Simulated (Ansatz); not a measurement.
A nudged elastic band was laid between two geometries of C₂H₇GaSi (11 atoms, charge 0, multiplicity 1).

Computed with RKS PBE0/def2-SVP in Ansatz 0.2.0.

```json
{"movable images": "5", "climbing image": "yes", "spring": "5.0 eV/Å²", "optimiser": "quadratic models (default)", "start path": "through a guess of the saddle point", "force threshold": "0.05 eV/Å", "iteration limit": "60", "end points": "relaxed"}
```

Initial state:

```xyz
11
Properties=species:S:1:pos:R:3
Si -0.509 1.629 -0.698
Ga 1.620 0.245 -0.596
C -0.261 -0.907 0.620
C 0.954 -1.569 0.523
H -1.502 1.015 -1.648
H -1.260 1.989 0.552
H -0.127 2.943 -1.321
H -1.079 -1.113 -0.076
H -0.520 -0.332 1.513
H 1.102 -2.362 -0.217
H 1.647 -1.595 1.369
```

Final state:

```xyz
11
Properties=species:S:1:pos:R:3
Si -0.597 2.177 -1.015
Ga 0.019 0.113 -0.041
C -0.278 -1.520 1.004
C 1.135 -1.439 0.392
H -1.510 1.871 -2.160
H -1.333 3.025 -0.028
H 0.573 2.950 -1.532
H -0.349 -1.455 2.097
H -0.944 -2.297 0.608
H 1.378 -2.165 -0.395
H 1.972 -1.317 1.091
```

**Question.** Which bonds break or form, and what moves?

**Answer.** No bond is made or broken. The dihedral H9–C3–C4–H10 goes from 162 to 0°.

**Question.** Give the energies along the band, and the barrier.

**Answer.** The run converged. The highest image is number 3 of 0 to 6, 1.90 eV above the first end and 1.54 eV above the last; the last end lies 0.36 eV above the first. Neighbouring images differ by up to 1.3 eV, so the band resolves the path poorly. A vibrational analysis at the climbing image gives one clearly imaginary mode, 712i cm⁻¹: a first-order saddle point.

| image | path coordinate (Å) | energy (eV) | dihedral H9–C3–C4–H10 (°) |
| --- | --- | --- | --- |
| 0 | 0.00 | 0.00 | 162 |
| 1 | 1.25 | 0.11 | 167 |
| 2 | 2.51 | 0.60 | 168 |
| 3 | 3.76 | 1.90 | -109 |
| 4 | 4.86 | 1.04 | -51 |
| 5 | 5.96 | 0.46 | -11 |
| 6 | 7.06 | 0.36 | 0 |

**Question.** What is the geometry of the highest image?

**Answer.** 
```xyz
11
Properties=species:S:1:pos:R:3
Si -0.566 2.026 -0.837
Ga 0.828 0.242 -0.031
C -0.133 -1.281 1.033
C 1.090 -1.674 0.264
H -1.306 1.627 -2.074
H -1.543 2.412 0.227
H 0.287 3.210 -1.160
H -0.889 -2.022 1.320
H -0.689 -0.309 0.957
H 0.969 -2.454 -0.509
H 2.017 -1.835 0.830
```

The band took 25 iterations and about 15 core-minutes.

Run time: 7.9 min on 2 threads of Arm Neoverse V1, with other jobs on the host, peak memory 0.29 GiB.
